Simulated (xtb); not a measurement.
CH13NSi4, SMILES [SiH3]NC[SiH2][SiH2][SiH3]. All values are semi-empirical tight-binding results from xtb (GFN2-xTB unless named), good for trends rather than for accurate numbers. The structure is a stationary point at GFN2-xTB. This is a generated structure with no PubChem entry under its InChIKey; it may be hypothetical. One conformer was computed; it need not be the lowest.

Optimised geometry:

```xyz
19

Si    -3.6397    -0.2652     0.6595
N     -2.4239     0.3986    -0.3516
C     -1.0332     0.5114     0.0327
Si     0.0402    -1.0030    -0.4385
Si     2.2155    -0.6295     0.2604
Si     3.1384     1.4087    -0.3437
H     -4.8781    -0.0350    -0.0801
H     -3.5102    -1.6984     0.9761
H     -3.5615     0.4853     1.9138
H     -2.5176     0.2615    -1.3467
H     -0.6159     1.4163    -0.4291
H     -1.0051     0.6724     1.1118
H     -0.6286    -2.1926     0.1049
H     -0.0805    -1.1367    -1.9018
H      3.0647    -1.7241    -0.2380
H      2.3038    -0.7869     1.7229
H      4.5523     1.5663     0.0050
H      3.0472     1.6316    -1.7902
H      2.4352     2.5288     0.2892
```
Charge 0, spin multiplicity 1.

Question: Estimate the properties. (The exact figures need the calculation; the answer reports its results.)

Answer: 
```json
{
  "orbital_gap": "3.53 eV",
  "dipole_moment": "1.01 D",
  "zero_point_energy": "77.4 kcal/mol",
  "G − E(el) at 298.15 K (modified RRHO)": "52.4 kcal/mol",
  "static polarisability (D4 model)": "138.2 bohr³",
  "solvation energy, GFN2-xTB/ALPB(water)": "-1.1 kcal/mol",
  "solvation energy, GFN2-xTB/ALPB(ether)": "-6.6 kcal/mol"
}
```

Computed atomic charges and the Wiberg bond orders between heavy atoms:
charges (e) Si1 0.46, N2 -0.34, C3 -0.08, Si4 0.36, Si5 0.28, Si6 0.36, H7 -0.12, H8 -0.11, H9 -0.11, H10 0.13, H11 0.00, H12 0.00, H13 -0.10, H14 -0.11, H15 -0.14, H16 -0.13, H17 -0.11, H18 -0.13, H19 -0.12. Bond orders Si1–N2 1.14, N2–C3 1.04, C3–Si4 0.86, Si4–Si5 0.84, Si5–Si6 0.86.
